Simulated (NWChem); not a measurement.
System: C₃H₂F₃, doublet; SMILES FC([C](F)F)=C

The following NWChem deck was run.

```
start job
memory heap 200 mb stack 900 mb global 1100 mb
geometry units angstroms noautoz
  C     -1.256358    -1.429321     0.000000
  C     -0.077357    -0.722732     0.000000
  F      1.089007    -1.372278     0.000000
  C      0.036625     0.659414     0.000000
  F     -1.005749     1.450119     0.000000
  F      1.174307     1.297397     0.000000
  H     -2.212669    -0.908770     0.000000
  H     -1.227731    -2.518479     0.000000
end
basis spherical
  C library def2-svp
  F library def2-svp
  H library def2-svp
end
dft
  odft
  mult 2
  xc r2scan0
  iterations 150
  mulliken
end
task dft energy
```

Excerpt of the output:

```
             Northwest Computational Chemistry Package (NWChem) 7.3.0
             --------------------------------------------------------

 CS  symmetry detected

                             Geometry "geometry" -> ""
                             -------------------------

 Output coordinates in angstroms (scale by  1.889725989 to convert to a.u.)

  No.       Tag          Charge          X              Y              Z
 ---- ---------------- ---------- -------------- -------------- --------------
    1 C                    6.0000    -1.25206470    -1.43473250     0.00000000
    2 C                    6.0000    -0.07619255    -0.72294878     0.00000000
    3 F                    9.0000     1.09302581    -1.36734262     0.00000000
    4 C                    6.0000     0.03169050     0.65968664     0.00000000
    5 F                    9.0000    -1.01416185     1.44578513     0.00000000
    6 F                    9.0000     1.16654673     1.30268273     0.00000000
    7 H                    1.0000    -2.21066299    -0.91840569     0.00000000
    8 H                    1.0000    -1.21863275    -2.52375361     0.00000000

 Effective nuclear repulsion energy (a.u.)     234.5252102794

      Symmetry information
      --------------------

 Group name             Cs
 Group number              2
 Group order               2
 No. of unique centers     8

                                 NWChem DFT Module
                                 -----------------

 Summary of "ao basis" -> "ao basis" (spherical)
 ------------------------------------------------------------------------------
       Tag                 Description            Shells   Functions and Types
 ---------------- ------------------------------  ------  ---------------------
 C                          def2-svp                 6       14   3s2p1d
 F                          def2-svp                 6       14   3s2p1d
 H                          def2-svp                 3        5   2s1p

      Symmetry analysis of basis
      --------------------------

        a'         68
        a"         26

            General Information
            -------------------
          SCF calculation type: DFT
          Wavefunction type:  spin polarized.
          No. of atoms     :     8
          No. of electrons :    47
           Alpha electrons :    24
            Beta electrons :    23
          Charge           :     0
          Spin multiplicity:     2
          Use of symmetry is: on ; symmetry adaption is: on
          Maximum number of iterations: 150
          AO basis - number of functions:    94
                     number of shells:    42
          Convergence on energy requested:  1.00D-06
          Convergence on density requested:  1.00D-05
          Convergence on gradient requested:  5.00D-04

              XC Information
              --------------
                     r^2SCAN0 Method XC Functional
                     Hartree-Fock (Exact) Exchange  0.250
               r^2SCAN metaGGA Exchange Functional  0.750
                     r^2SCAN Correlation Potential  1.000

             Grid Information
             ----------------
          Grid used for XC integration:  medium
          Radial quadrature: Mura-Knowles
          Angular quadrature: Lebedev.
          Tag              B.-S. Rad. Rad. Pts. Rad. Cut. Ang. Pts.
          ---              ---------- --------- --------- ---------
          C                   0.70       49          10.0       434
          F                   0.50       49          11.0       434
          H                   0.35       45          10.0       434
          Grid pruning is: on
          Number of quadrature shells:   384
          Spatial weights used:  Erf1

      Superposition of Atomic Density Guess
      -------------------------------------

 Sum of atomic energies:        -411.75052371

      Non-variational initial energy
      ------------------------------

 Total energy =    -414.143529
 1-e energy   =   -1036.028885
 2-e energy   =     387.360146
 HOMO         =      -0.087814
 LUMO         =       0.132305

   Symmetry analysis of molecular orbitals - initial alpha
   -------------------------------------------------------

  Numbering of irreducible representations:

     1 a'          2 a"

  Orbital symmetries:

     1 a'          2 a'          3 a'          4 a'          5 a'
     6 a'          7 a'          8 a'          9 a'         10 a'
    11 a'         12 a'         13 a'         14 a'         15 a"
    16 a"         17 a'         18 a'         19 a"         20 a'
    21 a'         22 a'         23 a"         24 a"         25 a'
    26 a'         27 a"         28 a'         29 a'         30 a'
    31 a'         32 a'         33 a'         34 a'

   Symmetry analysis of molecular orbitals - initial beta
   ------------------------------------------------------

  Numbering of irreducible representations:

     1 a'          2 a"

  Orbital symmetries:

     1 a'          2 a'          3 a'          4 a'          5 a'
     6 a'          7 a'          8 a'          9 a'         10 a'
    11 a'         12 a'         13 a'         14 a'         15 a"
    16 a"         17 a'         18 a'         19 a"         20 a'
    21 a'         22 a'         23 a"         24 a"         25 a'
    26 a'         27 a"         28 a'         29 a'         30 a'
    31 a'         32 a'         33 a'         34 a'

     ---------------------------------------------
      Total Density - Mulliken Population Analysis
     ---------------------------------------------

    Atom       Charge   Shell Charges
 -----------   ------   -------------------------------------------------------
    1 C    6     6.50   1.99  0.97  0.28  2.11  1.12  0.02
    2 C    6     5.69   1.99  0.91  0.22  1.73  0.75  0.08
    3 F    9     9.37   1.99  1.14  0.77  3.44  2.04  0.01
    4 C    6     5.02   1.99  0.86  0.16  1.41  0.50  0.11
    5 F    9     9.32   1.99  1.14  0.76  3.41  2.02  0.01
    6 F    9     9.32   1.99  1.14  0.76  3.42  2.02  0.01
    7 H    1     0.89   0.66  0.20  0.03
    8 H    1     0.89   0.66  0.20  0.03

     --------------------------------------------
      Spin Density - Mulliken Population Analysis
     --------------------------------------------

    Atom       Charge   Shell Charges
 -----------   ------   -------------------------------------------------------
    1 C    6     0.42   0.00  0.00  0.00  0.22  0.19  0.00
    2 C    6     0.11   0.00  0.00  0.00  0.06  0.05  0.01
    3 F    9     0.01   0.00  0.00  0.00  0.01 -0.00  0.00
    4 C    6     0.40   0.00  0.00  0.00  0.23  0.16  0.00
    5 F    9     0.03   0.00  0.00  0.00  0.03  0.00  0.00
    6 F    9     0.03   0.00  0.00  0.00  0.03 -0.00  0.00
    7 H    1     0.00   0.00  0.00  0.00
    8 H    1     0.00   0.00  0.00  0.00

   convergence    iter        energy       DeltaE   RMS-Dens  Diis-err
 ---------------- ----- ----------------- --------- --------- ---------
 d= 0,ls=0.0,diis     1   -414.2404454386 -6.49D+02  9.61D-03  3.30D-01
                                                     8.17D-03  3.18D-01
 d= 0,ls=0.0,diis     2   -414.1354429232  1.05D-01  5.63D-03  6.24D-01
                                                     4.94D-03  6.02D-01
 d= 0,ls=0.0,diis     3   -414.3965454305 -2.61D-01  9.80D-04  5.85D-03
                                                     9.57D-04  6.55D-03
 d= 0,ls=0.0,diis     4   -414.4004083495 -3.86D-03  4.57D-04  2.18D-03
                                                     4.23D-04  1.62D-03
 d= 0,ls=0.0,diis     5   -414.4018053800 -1.40D-03  2.45D-04  3.51D-04
                                                     2.54D-04  4.10D-04
  Resetting Diis
 d= 0,ls=0.0,diis     6   -414.4022256518 -4.20D-04  2.65D-04  1.17D-04
                                                     2.86D-04  1.14D-04
 d= 0,ls=0.0,diis     7   -414.4024437737 -2.18D-04  4.30D-05  1.03D-05
                                                     4.68D-05  7.37D-06
 d= 0,ls=0.0,diis     8   -414.4024480941 -4.32D-06  2.33D-05  9.32D-06
                                                     2.02D-05  9.68D-06
 d= 0,ls=0.0,diis     9   -414.4024519895 -3.90D-06  1.16D-05  5.65D-07
                                                     1.47D-05  7.57D-07
 d= 0,ls=0.0,diis    10   -414.4024530718 -1.08D-06  1.13D-05  2.95D-07
                                                     9.76D-06  1.22D-07
 d= 0,ls=0.0,diis    11   -414.4024534500 -3.78D-07  1.44D-06  1.05D-08
                                                     2.37D-06  2.06D-08

         Total DFT energy =     -414.402453449990
      One electron energy =    -1037.554330239794
           Coulomb energy =      436.756020296317
    Exchange-Corr. energy =      -48.129353785934
 Nuclear repulsion energy =      234.525210279420

 Numeric. integr. density =       46.999998353486

                  Occupations of the irreducible representations
                  ----------------------------------------------

                     irrep           alpha         beta
                     --------     --------     --------
                     a'               19.0         19.0
                     a"                5.0          4.0

                    DFT Final Alpha Molecular Orbital Analysis
                    ------------------------------------------

[...]
```

Level: r2SCAN0/def2-SVP, spin-unrestricted. In the optimisation the excess spin sits in a" (Cs, its own frame). Geometry: optimised at PBE0/def2-SVP, spin-unrestricted. No stability test was run on the SCF state.
